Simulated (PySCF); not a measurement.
Computed properties of Ga(H)(F)(OH) (FGaH2O), SMILES [GaH]([F])[OH]

Ga(H)(F)(OH) (FGaH₂O), SMILES [OH][GaH][F]. Geometry: B3LYP-D3(BJ)/def2-TZVP. One conformer was computed; it need not be the lowest. All values are computed for the isolated molecule unless a solvent is named; none is compared with measurement here.

**Structure.** The optimised structure has Cs symmetry. All 9 harmonic modes at B3LYP-D3(BJ)/def2-TZVP (PySCF) are real, so it is a minimum. With heavy atoms numbered as in [GaH:1]([F:3])[OH:4], the shortest bond between them is Ga1–F3 at 1.767 Å and the longest Ga1–O4 at 1.780 Å.

**Vibrations.** The strongest infrared lines (harmonic, unscaled, degenerate partners summed) lie at 387 cm⁻¹ (175 km/mol, H 80 %, O 13 %), 854 cm⁻¹ (99 km/mol, H 90 %, O 8 %), 707 cm⁻¹ (92 km/mol, O 76 %, Ga 20 %). The softest mode is at 191 cm⁻¹ and the zero-point energy is 14.0 kcal/mol.

**Electronic structure.** HF/def2-TZVPD (PySCF) places the frontier levels at -13.64 and 1.21 eV, a gap of 14.85 eV, and gives a dipole moment of 1.02 D and a mean polarisability of 27.3 bohr³.

**Excitations.** TDA-PBE0/def2-SVPD (PySCF) has S1 at 7.07 eV (175 nm, f = 0.032, weak); the most intense of the 10 singlets computed lies at 8.14 eV (f = 0.23). T1 (TDA) is at 6.36 eV, 0.71 eV under S1. No vertical singlet excitation falls in the visible range (under 3.1 eV).

**NMR.** GIAO shifts at HF/pcSseg-2 (PySCF) (non-relativistic, atoms alike by connectivity averaged): ¹H from 2.1 to 5.0 ppm against TMS; ¹⁹F at -157.6 ppm against CFCl3.
